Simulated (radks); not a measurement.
The nuclear charge of neutral krypton is varied continuously with 36 electrons held in [Kr]. Method: scalar-relativistic Kohn-Sham, PBE, spin-unpolarised, spherical densities, finite nucleus; Fermi nuclear charge, rms radius 4.1884 fm; computed with a radial shooting solver on a logarithmic mesh with Libxc functionals. By the Hellmann-Feynman theorem dE/dZ = E(electron-nucleus)/Z, the electronic potential at the nucleus (averaged over a nucleus of fixed radius). The scalar-relativistic energy here is not variational (the density holds large components alone), so the two differ by a part that grows with Z.

Z     E (hartree)  E(electron-nucleus)/Z (hartree)  HOMO  e(HOMO) (eV)  <r> HOMO (bohr)
35.8  -2752.93293                         -185.537    4p        -7.100            2.005
35.9  -2771.55189                         -186.240    4p        -8.159            1.975
36    -2790.24145                         -186.943    4p        -9.247            1.946
36.1  -2809.00160                         -187.645    4p       -10.366            1.918
36.2  -2827.83231                         -188.348    4p       -11.513            1.892
36.3  -2846.73356                         -189.050    4p       -12.688            1.866
36.4  -2865.70535                         -189.752    4p       -13.890            1.842
36.5  -2884.74765                         -190.454    4p       -15.119            1.819
36.6  -2903.86045                         -191.156    4p       -16.374            1.796
36.7  -2923.04375                         -191.857    4p       -17.656            1.775
36.8  -2942.29755                         -192.559    4p       -18.962            1.754
36.9  -2961.62183                         -193.260    4p       -20.294            1.734
37    -2981.01659                         -193.962    4p       -21.651            1.714

The central difference of E at Z = 36 is -187.249 hartree, to compare with the third column; the second derivative is -7.06 hartree.
